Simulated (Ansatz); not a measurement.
Ansatz (a first-principles code) input for BrH₂MoNO₂, SMILES [O]=[Mo](=[O])([NH2])[Br], multiplicity 1, PBE/def2-SVPD. Geometry: B3LYP-D3(BJ)/def2-SVP. The multiplicity is an assumed one; no other spin state was optimised. The structure was generated by enumeration; whether it is a known compound was not checked. The def2 effective core potentials stand for the cores of Mo; spin–orbit coupling is left out. One conformer was computed; it need not be the lowest.

Ansatz 0.2 input:
```yaml
crystal:
  periodic: [false, false, false]
  atoms:
    - {symbol: Mo, position_ang: [0.09708193, 0.68245424, 0.00000000]}
    - {symbol: O, position_ang: [0.90353286, 1.18999966, -1.38939228]}
    - {symbol: O, position_ang: [0.90353284, 1.18999966, 1.38939229]}
    - {symbol: Br, position_ang: [-0.07487076, -1.75647177, 0.00000000]}
    - {symbol: N, position_ang: [-1.66130778, 1.46056674, -0.00000001]}
    - {symbol: H, position_ang: [-2.14216772, 1.77473600, -0.84228178]}
    - {symbol: H, position_ang: [-2.14216773, 1.77473600, 0.84228175]}
basis:
  gaussian:
    orbitals: def2-SVPD
hamiltonian:
  xc: {name: PBE}
```

Log of the run:

```
WARN ansatz: RAYON_NUM_THREADS=1 ignored (pool sized by the plan → 1); use --threads N
Functional definition: PBE
integrals: 0.11 GiB planned
1418 factors; their error is unknown
mean field: 0.62 GiB planned
mean field evaluation 1: about -77472.5080 eV, gradient 1.1e2 eV
mean field evaluation 2: about -77124.7846 eV, gradient 3.4e2 eV
mean field evaluation 4: about -77490.7184 eV, gradient 5.0e1 eV
mean field evaluation 8: about -77496.3593 eV, gradient 1.5e0 eV
mean field evaluation 16: about -77496.3093 eV, gradient 1.1e-2 eV
mean field -77496.30929626 eV, -2847.9368377524 hartree, gradient 4.1e-5 eV, S^2 0.000000; 0 other end points of the search recorded, 0 dependent functions left out
reference -77496.30935236 eV, -2847.9368398142 hartree; 37, 37 occupied and 120, 120 virtual orbitals, 1418 factors
Total energy: -77496.30935236 eV, -2847.9368398142 hartree
```

Self-consistency was reached.

Cost: roughly 4 core-seconds.
